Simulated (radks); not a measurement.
Ir20+, 57 electrons, occupied as [Kr] 4d10 4f11 (the NIST ground configuration). Method: Dirac Kohn-Sham, exchange-only PBE, spin-unpolarised, spherical densities, finite nucleus; open shells fill j = l - 1/2 first; Fermi nuclear charge, rms radius 5.4032 fm; computed with a radial shooting solver on a logarithmic mesh with Libxc functionals.

Unscreened Slater integrals over Kohn-Sham orbitals (hartree). Large and small components are both included. Empty in this configuration: 5s1/2.

F0(4f7/2,4f7/2): 1.9084
F2(4f7/2,4f7/2): 0.97532
F4(4f7/2,4f7/2): 0.62750
F6(4f7/2,4f7/2): 0.45617
F0(4f7/2,4f5/2): 1.9177
F2(4f7/2,4f5/2): 0.97916
F4(4f7/2,4f5/2): 0.62978
G2(4f7/2,4f5/2): 0.97411
G4(4f7/2,4f5/2): 0.62668
G6(4f7/2,4f5/2): 0.45557
F0(4f7/2,4d5/2): 1.9083
F2(4f7/2,4d5/2): 0.95272
F4(4f7/2,4d5/2): 0.61824
G1(4f7/2,4d5/2): 1.0708
G3(4f7/2,4d5/2): 0.70286
G5(4f7/2,4d5/2): 0.50583
F0(4f7/2,4d3/2): 1.9286
F2(4f7/2,4d3/2): 0.96421
G3(4f7/2,4d3/2): 0.71315
G5(4f7/2,4d3/2): 0.51248
F0(4f7/2,5s1/2): 1.2727
G3(4f7/2,5s1/2): 0.16630
F0(4f5/2,4f5/2): 1.9271
F2(4f5/2,4f5/2): 0.98321
F4(4f5/2,4f5/2): 0.63222
F0(4f5/2,4d5/2): 1.9173
F2(4f5/2,4d5/2): 0.95484
F4(4f5/2,4d5/2): 0.61891
G1(4f5/2,4d5/2): 1.0673
G3(4f5/2,4d5/2): 0.70093
G5(4f5/2,4d5/2): 0.50452
F0(4f5/2,4d3/2): 1.9379
F2(4f5/2,4d3/2): 0.96675
G1(4f5/2,4d3/2): 1.0937
G3(4f5/2,4d3/2): 0.71569
F0(4f5/2,5s1/2): 1.2751
G3(4f5/2,5s1/2): 0.16354
F0(4d5/2,4d5/2): 1.9302
F2(4d5/2,4d5/2): 0.98579
F4(4d5/2,4d5/2): 0.66433
F0(4d5/2,4d3/2): 1.9503
F2(4d5/2,4d3/2): 0.99424
G2(4d5/2,4d3/2): 0.99026
G4(4d5/2,4d3/2): 0.66748
F0(4d5/2,5s1/2): 1.2793
G2(4d5/2,5s1/2): 0.15122
F0(4d3/2,4d3/2): 1.9712
F2(4d3/2,4d3/2): 1.0041
F0(4d3/2,5s1/2): 1.2844
G2(4d3/2,5s1/2): 0.14496
F0(5s1/2,5s1/2): 1.0692
